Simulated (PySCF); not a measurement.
C3H12NOPSi2.
Numbering: `[CH2:1]=[CH:2][P@@:3]([CH3:4])(=[O:5])[N:6]([SiH3:7])[SiH3:8]` (hydrogens: H9, H10 on C1; H11 on C2; H12, H13, H14 on C4; H15, H16, H17 on Si7; H18, H19, H20 on Si8)

Method: PBE0-D3(BJ)/def2-SVP geometry optimisation, gas phase (PySCF); density fitting, grid level 1; the optimiser is geomeTRIC in internal coordinates, started from a GFN2-xTB structure with every atom displaced at random (about 0.01 Å).

Step 0: E = -31858.1796 eV
```
atom  x, y, z in Å  |  force x, y, z in eV/Å
C1      2.3468    1.6268    0.5482   -0.261   0.298  -0.255
C2      1.5015    1.0119   -0.2765   -0.051  -0.648   0.928
P3      0.6052   -0.4480    0.3360    1.338   0.088  -2.142
C4      1.0066   -1.7838   -0.8578   -3.609   0.726   0.491
O5      0.9890   -0.8125    1.7051    0.149  -0.288   1.913
N6     -1.0055   -0.0482    0.1644    0.383  -0.221  -0.242
Si7    -1.7535    0.2938    1.7067   -0.400   0.051  -0.291
Si8    -1.7201   -0.0137   -1.4134   -0.915  -0.230   0.561
H9      2.4822    1.2731    1.5591    0.113  -0.347   0.491
H10     2.8622    2.5434    0.2775    0.214   0.218  -0.193
H11     1.2988    1.3562   -1.2704   -0.071   0.379  -0.846
H12     0.3612   -2.6400   -0.5775    0.210   0.114  -0.083
H13     1.9927   -2.0467   -0.7392    2.866  -0.635   0.256
H14     0.7647   -1.4975   -1.8765    0.106   0.068  -0.533
H15    -1.0113    1.3387    2.3790    0.351   0.601   0.504
H16    -3.0947    0.7828    1.3351   -0.372   0.119   0.032
H17    -1.8464   -0.9208    2.4885   -0.157  -0.582   0.563
H18    -0.8000    0.5379   -2.3796    0.642   0.308  -0.683
H19    -2.9024    0.8402   -1.2839   -0.459   0.292  -0.158
H20    -2.1279   -1.3782   -1.7946   -0.075  -0.309  -0.315
```

Q: Estimate the geometry and energy of step 1. (The exact step hangs on the optimiser's Hessian estimate; all steps are aligned on step 0, rigid shifts and turns removed.)

A: E = -31858.5211 eV, largest force 1.204 eV/Å
```
atom  x, y, z in Å  |  force x, y, z in eV/Å
C1      2.4166    1.6422    0.5452   -0.033  -0.115   0.084
C2      1.5863    1.0036   -0.2814   -0.098   0.105  -0.229
P3      0.6741   -0.4297    0.3215   -0.193  -0.056   0.041
C4      0.9766   -1.7752   -0.8418    1.189  -0.150   0.115
O5      0.9942   -0.7568    1.7475   -0.063   0.065  -0.003
N6     -0.9789   -0.0505    0.1511   -0.171   0.062   0.111
Si7    -1.7885    0.2666    1.7066    0.126  -0.024   0.144
Si8    -1.8151   -0.0121   -1.3944    0.296   0.031  -0.232
H9      2.5574    1.2666    1.5653    0.006   0.017  -0.016
H10     2.9636    2.5386    0.2427    0.023   0.033  -0.026
H11     1.4076    1.3590   -1.3080    0.041  -0.061   0.137
H12     0.3740   -2.6443   -0.5596   -0.126  -0.082   0.064
H13     2.0664   -2.0450   -0.7244   -0.852   0.165  -0.173
H14     0.7862   -1.5027   -1.8881   -0.024   0.034  -0.053
H15    -1.0971    1.3537    2.4591   -0.025  -0.033  -0.040
H16    -3.1642    0.7313    1.3486    0.027  -0.008  -0.072
H17    -1.9220   -0.9500    2.5579    0.018   0.021  -0.061
H18    -0.8610    0.5674   -2.4022   -0.132  -0.026   0.037
H19    -3.0418    0.8266   -1.3236    0.011   0.025   0.095
H20    -2.1857   -1.3739   -1.8921   -0.018  -0.004   0.077
```

The energy changes by -0.3414 eV. The first-order estimate −F·Δx gives -0.9019 eV and the mean of the old and new forces, exact on a quadratic surface, -0.3608 eV. The step makes an angle of 68° with the force vector and moves no atom by more than 0.146 Å.

The cost below is that of the whole optimisation. Hardware: one thread of an Arm Neoverse V1, shared host with 32 logical CPUs at a one-minute load of 30. Cost: 6.8 min wall, 0.88 GiB resident at most.
